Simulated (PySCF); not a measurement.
How methods differ on the ionisation energy of Zn(2+)

Zn(2+) [Ar] 3d10 (1S) → Zn(3+) [Ar] 3d9 (2D), as a difference of total energies. Computed with PySCF 2.14 in x2c-TZVPPall with one added diffuse shell each of s, p, d, f type (7s6p5d3f1g, 80 functions), with scalar relativity by spin-free X2C-1e. Correlated levels: valence and next inner shell: [Ne] frozen. The calculations carry no spin-orbit coupling.

**Question.** Order these methods by the ionisation energy they give, lowest first.
A. MP2 (valence and next inner shell)
B. SCS-MP2 (valence and next inner shell)
C. CCSD (valence and next inner shell)
D. UHF

**Answer.** D (36.976 eV), C (39.442 eV), B (40.013 eV), A (40.481 eV).

The reference lies between the lowest fine-structure levels, while these numbers refer to the centres of the terms.

Errors of the correlated levels include the incompleteness of this basis and the frozen core.

For comparison: 39.723 eV (measured; NIST Atomic Spectra Database, ionization energies).
